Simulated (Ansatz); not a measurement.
Reaction (substitution at a C–Si bond): `CN[SiH2]C=O` + `[OH][GeH3]` → `O=C[O][GeH3]` + `CN[SiH3]`

Program: Ansatz. Geometries: PBE0-D4/def2-TZVP. ΔE: electronic, gas phase. CBS: MP2 limit from def2 TZ/QZ plus the TZ coupled-cluster correction, frozen cores. Functionals use def2-TZVPP. For Ge outer-core shells are correlated without core-valence functions, which leaves a few kJ/mol of doubt a bond. Scalar relativity is left out up to krypton. One conformer a species, not always the lowest.

`CN[SiH2]C=O`:

Cartesian coordinates in Å:
```
C -0.071 0.267 -1.750
N 0.352 -0.704 -0.758
Si 0.699 -0.293 0.858
C -0.819 0.344 1.861
O -1.926 0.408 1.384
H 0.243 -0.040 -2.751
H 0.407 1.228 -1.545
H -1.154 0.431 -1.757
H 0.028 -1.639 -0.945
H 1.215 -1.493 1.571
H 1.693 0.815 0.910
H -0.667 0.675 2.922
```

`[OH][GeH3]`:

Z-matrix (Å, degrees):
```
Ge
O 1 1.783
H 1 1.531 2 104.3
H 1 1.541 2 109.9 3 119.6
H 1 1.541 2 109.9 3 -119.6
H 2 0.959 1 112.7 3 180.0
```

`O=C[O][GeH3]`:

Z-matrix (Å, degrees):
```
Ge
O 1 1.840
H 1 1.528 2 108.6
H 1 1.531 2 100.3 3 118.0
H 1 1.528 2 108.6 3 -124.0
C 2 1.318 1 113.7 3 62.0
O 6 1.203 2 124.7 1 0.0
H 6 1.101 2 111.6 1 -180.0
```

`CN[SiH3]`:

Cartesian coordinates in Å:
```
C 1.077 -0.062 -0.888
N 0.255 0.595 0.104
Si -1.079 -0.168 0.868
H 2.079 0.377 -0.918
H 1.199 -1.116 -0.621
H 0.660 -0.027 -1.903
H 0.225 1.597 0.005
H -0.607 -1.433 1.493
H -2.211 -0.534 -0.038
H -1.598 0.771 1.897
```

(1) Is it downhill or uphill in electronic energy at CCSD(T)/CBS, and by how much? (Best estimate.)

(2) What do these levels give: PBE-D4, r2SCAN-D4, ωB97X-V, B2PLYP, PBE, r2SCAN, MP2/def2-TZVPP, SCS-MP2/def2-TZVPP, HF/def2-QZVPP, SCS-MP2/def2-QZVPP, MP2/CBS(def2), CCSD/CBS(def2)? (Estimate.)

Largest T1 diagnostic among the species: 0.015.

Results:

(1) Ansatz gave: Downhill: ΔE = -0.63 eV.

(2) Computed: PBE-D4 -0.72, r2SCAN-D4 -0.77, ωB97X-V -0.73, B2PLYP -0.71, PBE -0.72, r2SCAN -0.77, MP2/def2-TZVPP -0.71, SCS-MP2/def2-TZVPP -0.69, HF/def2-QZVPP -0.75, SCS-MP2/def2-QZVPP -0.65, MP2/CBS(def2) -0.65, CCSD/CBS(def2) -0.61 eV.

In def2-TZVPP, CCSD(T) changes the Hartree–Fock value by +0.08 eV (the triples alone add −0.02 eV) and MP2 by +0.06 eV.
